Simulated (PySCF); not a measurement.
**Constants of NaBr, step by step**

State: ¹Σ⁺, singlet, closed shell. De refers to Na + Br. RHF-based CCSD(T) in PySCF 2.14 with Na cc-pCVDZ, Br aug-cc-pVDZ-PP with ECP10 and Na cc-pCVTZ, Br aug-cc-pVTZ-PP with ECP10 (frozen core orbitals: 10; scalar-relativistic core potentials). Correlation energies are extrapolated as n⁻³ (n = 2, 3), Hartree–Fock as (n+1)·exp(−9√n). CV is the change on freezing 5 orbitals instead, in Na cc-pCVTZ, Br cc-pwCVTZ-PP with ECP10.

```
         Level  Re (Å)  ωe (cm⁻¹)  ωexe (cm⁻¹)  αe (cm⁻¹)  De (eV)
    CCSD(T)/DZ  2.5626      279.7         1.14   0.000923    3.602
    CCSD(T)/TZ  2.5330      289.7         1.12   0.000909    3.703
        HF/CBS  2.5395      291.2         1.17   0.000908    2.755
       MP2/CBS  2.5217      293.1         1.13   0.000913    3.833
      CCSD/CBS  2.5233      293.3         1.12   0.000908    3.666
   CCSD(T)/CBS  2.5244      292.3         1.11   0.000908    3.757
CCSD(T)/CBS+CV  2.5179      293.3         1.12   0.000916    3.783
```

How much is left between CCSD(T)/TZ and the basis-set limit, and how much do the triples give at the limit?

CCSD(T)/CBS less CCSD(T)/TZ: -8.6 mÅ in Re, +2.6 cm⁻¹ in ωe and +0.054 eV in De. CCSD(T)/CBS less CCSD/CBS: +1.1 mÅ in Re, -1.0 cm⁻¹ in ωe and +0.091 eV in De.

What do the later terms add?

CV: -6.5 mÅ in Re, +1.0 cm⁻¹ in ωe and +0.026 eV in De, each against the row above.

Measured (Huber and Herzberg, Constants of Diatomic Molecules (1979)): Re = 2.502038 Å, ωe = 302.1 cm⁻¹. The last row is off by 15.8 mÅ and -8.8 cm⁻¹.

The T1 diagnostic is 0.007. The open-shell atoms are computed with UHF. Spin–orbit coupling, excitations beyond (T) and corrections to the Born–Oppenheimer picture are left out.

The whole job (state search and all basis sets along the bond) took about 12 min on 4 threads of Intel Xeon Platinum 8259CL @ 2.50GHz (shared host), peak memory 5.8 GiB.
